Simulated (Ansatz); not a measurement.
Consider the atomization: `BrCC(Br)Br` → 3 Br• + 2 C• + 3 H•.

Calculated with Ansatz (gas phase, PBE0-D4/def2-TZVP geometries, no zero-point term in ΔE). CCSD(T)/CBS is the MP2 limit (def2-TZVPP, def2-QZVPP) plus CCSD(T) − MP2 in def2-TZVPP, frozen cores. This one scheme is used for every species, atoms too. For atomizations the MP2-based limit and the directly extrapolated one differ by several kJ/mol either way, and by 10 to 25 for some Ge, Se and Sn compounds, so smaller differences from it don't rank the levels. Open shells (•) are unrestricted, without spin–orbit coupling. Spin–orbit coupling would lower the free atoms: a little for C; clearly for Br. Bonds to Br are less sure, by a few kJ/mol each and by 10 to 20 or more in all where they break to atoms, as the def2 sets lack core-valence functions. Scalar relativity is left out up to krypton. One conformer a species, not always the lowest.

| species | CCSD/def2-TZVPP energy (Eh) |
| --- | --- |
| `BrCC(Br)Br` | -7795.94863 |
| Br• | -2572.65485 |
| C• | -37.77900 |
| H• | -0.49981 |

**Question.** Work out ΔE.

**Answer.** ΔE = 3 × (-2572.65485) + 3 × (-0.49981) + 2 × (-37.77900) − (-7795.94863) = 0.92665 Eh = +2432.9 kJ/mol. CCSD(T)/CBS gives +2575.5 kJ/mol.

Largest T1 diagnostic among the species: 0.009.

From BLYP to BHLYP (50 % exact exchange), in def2-TZVPP and without D4, ΔE moves by −68.7 kJ/mol: exact exchange takes away binding that semilocal exchange gives to molecules. Leaving LDA and LC-ωPBE aside and taking each functional with its dispersion term where it has one, the values, not all of them listed here, spread over 203.5 kJ/mol, from BHLYP-D4 to PBE-D4. LDA lies +392.9 kJ/mol from PBE without D4, its usual overbinding. The D4 term adds +44.3 kJ/mol with B3LYP and +22.9 kJ/mol with PBE0; it sums over pairs of atoms, weighted by their polarisabilities, and B3LYP, whose exchange is more repulsive, gets the larger term.

B3LYP here is the variant with VWN-RPA as its local correlation; programs differ in this.
